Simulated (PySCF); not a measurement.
Molfile (atoms numbered from 1):
```
C7H11ClSi
     RDKit          3D

 20 20  0  0  0  0  0  0  0  0999 V2000
   -3.5536    0.3744    0.5395 C   0  0  0  0  0  0  0  0  0  0  0  0
   -2.4018    1.2441    0.0370 C   0  0  0  0  0  0  0  0  0  0  0  0
   -1.1526    0.5149   -0.1200 C   0  0  0  0  0  0  0  0  0  0  0  0
   -0.1163   -0.1164   -0.2473 C   0  0  0  0  0  0  0  0  0  0  0  0
    1.4416   -1.0362   -0.4370 Si  0  0  0  0  0  4  0  0  0  0  0  0
    1.0681   -2.7343   -1.5689 Cl  0  0  0  0  0  0  0  0  0  0  0  0
    2.4568   -1.2270    1.1329 C   0  0  0  0  0  0  0  0  0  0  0  0
    3.2201    0.0426    0.6582 C   0  0  0  0  0  0  0  0  0  0  0  0
    2.9394    0.0134   -0.8716 C   0  0  0  0  0  0  0  0  0  0  0  0
   -3.3154   -0.0688    1.5172 H   0  0  0  0  0  0  0  0  0  0  0  0
   -3.7610   -0.4471   -0.1614 H   0  0  0  0  0  0  0  0  0  0  0  0
   -4.4684    0.9753    0.6468 H   0  0  0  0  0  0  0  0  0  0  0  0
   -2.6658    1.6995   -0.9332 H   0  0  0  0  0  0  0  0  0  0  0  0
   -2.2318    2.0873    0.7287 H   0  0  0  0  0  0  0  0  0  0  0  0
    1.9928   -1.1870    2.1274 H   0  0  0  0  0  0  0  0  0  0  0  0
    3.0950   -2.1230    1.0711 H   0  0  0  0  0  0  0  0  0  0  0  0
    4.2897    0.0547    0.9229 H   0  0  0  0  0  0  0  0  0  0  0  0
    2.7657    0.9413    1.1046 H   0  0  0  0  0  0  0  0  0  0  0  0
    3.6918   -0.5890   -1.4053 H   0  0  0  0  0  0  0  0  0  0  0  0
    2.8341    0.9826   -1.3772 H   0  0  0  0  0  0  0  0  0  0  0  0
  1  2  1  0
  2  3  1  0
  3  4  3  0
  4  5  1  0
  5  6  1  0
  5  7  1  0
  7  8  1  0
  8  9  1  0
  9  5  1  0
  1 10  1  0
  1 11  1  0
  1 12  1  0
  2 13  1  0
  2 14  1  0
  7 15  1  0
  7 16  1  0
  8 17  1  0
  8 18  1  0
  9 19  1  0
  9 20  1  0
M  END
```

[PySCF: σ from GIAO-PBE/pcSseg-1; coordinates at the PBE0-D3(BJ)/def2-SVP level; one computed conformer; relativity neglected; averaged over atoms made equivalent by symmetry, fast rotation or ring inversion; in vacuum]

Referencing at the same level of theory: TMS for ¹³C (σ = 180.03 ppm) and ¹H (σ = 31.20 ppm) and ²⁹Si (σ = 334.61 ppm); HCl for ³⁵Cl (σ = 933.68 ppm).

```
      atoms  nucleus  count  δ (ppm)
        H18       ¹H      1     1.77
         C1      ¹³C      1     15.3
    H15/H20       ¹H      2     1.48
        H17       ¹H      1     2.20
         C3      ¹³C      1    117.6
         C8      ¹³C      1        ?
    H13/H14       ¹H      2     2.38
H10/H11/H12       ¹H      3        ?
    H16/H19       ¹H      2     1.48
         C4      ¹³C      1        ?
        Cl6     ³⁵Cl      1      102
        Si5     ²⁹Si      1     -4.2
         C2      ¹³C      1        ?
      C7/C9      ¹³C      2     27.5
```

Problem. Fill in the missing shifts.

Solution. 
- C4: 82.8 ppm, alkyne carbon; the triple bond shields along its axis, which puts it between sp3 and sp2 carbons
- C8: 19.1 ppm, sp3 CH2 in a ring; aliphatic region, no heteroatom directly attached
- C2: 17.5 ppm, propargylic sp3 CH2; a saturated carbon with 2 carbon neighbours and no heteroatom attached
- H10/H11/H12: 1.15 ppm, hydrogen on a methyl carbon

Shifts are as computed. Against solution values, carbons near 30 ppm lie about +2 ppm off and those near 130 ppm about +2 ppm. Of 1211 compounds with measured shifts, 218 miss one by over three times the rms of a fit or turn the order of signals round; such compounds aren't used in these exercises.
